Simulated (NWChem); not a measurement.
Molecule: InSiH₅O; SMILES [InH2][O][SiH3]

```xyz
8

In     0.0240    -0.9765     0.0000
H     -1.3517    -1.9953     0.0007
H      1.7278    -1.1895    -0.0006
O     -0.5304     0.9549    -0.0002
Si     0.1207     2.4640     0.0001
H     -0.3067     3.2310     1.2138
H     -0.3157     3.2350    -1.2079
H      1.6241     2.4319    -0.0056
```
Atoms are numbered in this order, from 1.

Computed with NWChem. Coordinates come from a PBE0/def2-SVP optimisation. def2 effective core potentials on In; no spin-orbit coupling.

Q: Predict the results for PBE/def2-SVP. Quantities: highest occupied level (eV); orbital gap (eV); dipole (D).

A: 
```
Property                     Result
---------------------------  ------
highest occupied level (eV)   -6.47
orbital gap (eV)               4.02
dipole (D)                     2.45
```
